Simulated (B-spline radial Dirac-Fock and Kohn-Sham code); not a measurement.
Method: the Dirac equation of a negative muon with reduced mass in the field of a spherical finite nucleus, with the Uehling potential to all orders; nuclear polarisation, deformation, hyperfine structure, self-energy, higher-order vacuum polarisation, relativistic recoil and electron screening are left out. Computed with a radial B-spline solver. The nuclear charge is a uniformly charged sphere.

**Question.** A muonic atom of atomic mass 12.00 u emits these computed lines: 2p3/2 → 1s1/2 75.26 keV, 3d5/2 → 2p3/2 13.96 keV, 4f7/2 → 3d5/2 4.880 keV, 5g9/2 → 4f7/2 2.258 keV. Which element is it, and what rms charge radius was used?

**Answer.** Carbon (Z = 6, nuclide ¹²C); the high transitions hardly feel the nucleus and fix Z. The 2p → 1s line lies 0.02639 keV below the value for a point nucleus without QED, which for this nuclear model gives a radius near 2.47 fm (2.4702 fm was used).
